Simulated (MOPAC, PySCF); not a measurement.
H2F2InN, SMILES `[NH2][In]([F])[F]` (H–N–In–F torsion 157°), neutral singlet in the gas phase. 

Z-matrix (Å, degrees):
```
In
F 1 1.9353
F 1 1.9357 2 111.57
N 1 1.9980 2 124.20 3 172.96
H 4 1.0114 1 114.22 2 30.62
H 4 1.0114 5 109.03 1 -128.89
```
Charge 0, spin multiplicity 1.

All levels are single points at this geometry (PBE0-D3(BJ)/def2-TZVP); Pople sets use spherical d functions. Orbital energies aren't observables, and empty levels follow the basis.

B3LYP/6-311+G** (LANL2DZ on In) in PySCF gives gap (eV) = 5.70.

Q: Estimate the gap (eV) from each of these levels: PBE-D3(BJ)/def2-TZVP in PySCF; PBE0-D3(BJ)/def2-TZVP in PySCF; ωB97X-D3(BJ)/def2-TZVP in PySCF; HF/6-31G* (LANL2DZ on In) in PySCF; AM1 in MOPAC; PM3 in MOPAC; PM6 in MOPAC; PM7 in MOPAC.

A: 
```json
[
 {"level": "PBE-D3(BJ)/def2-TZVP in PySCF", "gap (eV)": "3.80"},
 {"level": "PBE0-D3(BJ)/def2-TZVP in PySCF", "gap (eV)": "6.15"},
 {"level": "ωB97X-D3(BJ)/def2-TZVP in PySCF", "gap (eV)": "10.72"},
 {"level": "HF/6-31G* (LANL2DZ on In) in PySCF", "gap (eV)": "13.12"},
 {"level": "AM1 in MOPAC", "gap (eV)": "8.84"},
 {"level": "PM3 in MOPAC", "gap (eV)": "8.22"},
 {"level": "PM6 in MOPAC", "gap (eV)": "10.08"},
 {"level": "PM7 in MOPAC", "gap (eV)": "9.25"}
]
```
